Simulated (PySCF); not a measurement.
SnS: one state, many levels of theory

State: ¹Σ⁺ (singlet), closed shell. Set-up: Sn x2c-TZVPPall, S x2c-TZVPPall; spin-free X2C with a Gaussian nucleus (PySCF 2.14). De refers to Sn + S in their high-spin ground configurations, without counterpoise correction. A positive dipole means Sn(−)S(+).

| Level | Re (Å) | ωe (cm⁻¹) | De (eV) | μ (D) | CPU s a point (SCF and correlation, without the integrals) |
| --- | --- | --- | --- | --- | --- |
| RHF | 2.189 | 540 | 2.59 | -3.98 | 0.78 |
| RHF-MP2 | 2.208 | 500 | 5.04 | n/a | 1.3 |
| RHF-SCS-MP2 | 2.212 | 499 | 4.89 | n/a | n/a |
| RHF-CCSD | 2.204 | 511 | 4.49 | n/a | n/a |
| RHF-CCSD(T) | 2.221 | 487 | 4.83 | n/a | 19 |
| LDA | 2.206 | 490 | 6.21 | -2.91 | 2.1 |
| PBE | 2.233 | 473 | 5.36 | -3.12 | 3 |
| PW91 | 2.232 | 473 | 5.38 | -3.10 | 3.4 |
| TPSS | 2.226 | 479 | 5.19 | -3.18 | 3.2 |
| r²SCAN | 2.215 | 494 | 5.14 | -3.18 | 3.1 |
| TPSSh | 2.215 | 491 | 5.06 | -3.26 | 5.9 |
| PBE0 | 2.205 | 504 | 4.99 | -3.34 | 5.3 |
| ωB97X | 2.187 | 531 | 5.17 | -3.55 | 5.9 |

**Question.** Which functional lies closest to RHF-CCSD(T) in De, which farthest, and by how much do they differ from it?

**Answer.** Closest is PBE0 (-1.6 pm in Re, +3.5 % in ωe, +0.16 eV in De against RHF-CCSD(T) in the same basis), farthest LDA (-1.5 pm in Re, +0.6 % in ωe, +1.38 eV in De). CCSD(T) converges more slowly with the basis than the functionals do and binds too weakly in this one, so the order can change at the basis-set limit.

**Question.** What does a quarter of exact exchange do here, going from PBE to PBE0?

**Answer.** PBE0 less PBE: -2.8 pm in Re, +6.6 % in ωe, -0.37 eV in De. Exact exchange removes part of the self-interaction that spreads semilocal densities, and in most molecules shortens and stiffens the bond and lowers De; so it does here.

**Question.** What does the step from GGA to meta-GGA do here, going from PBE to r²SCAN?

**Answer.** r²SCAN less PBE: -1.8 pm in Re, +4.4 % in ωe, -0.22 eV in De. 

Measured (Huber and Herzberg, Constants of Diatomic Molecules (1979)): Re = 2.209026 Å, ωe = 487.26 cm⁻¹.

Correlated steps freeze 23 core orbitals. These are scalar-relativistic numbers at best; spin–orbit coupling would shift them, the dissociation energy most. Where the molecule has an RHF reference, its open-shell atoms are computed with UHF. The CCSD T1 diagnostic is raised, a sign that a single reference may not be enough here.

The whole job (state search and all levels along the bond) took about 6.3 min on 2 threads of Arm Neoverse V2 (shared host), peak memory 2.9 GiB.
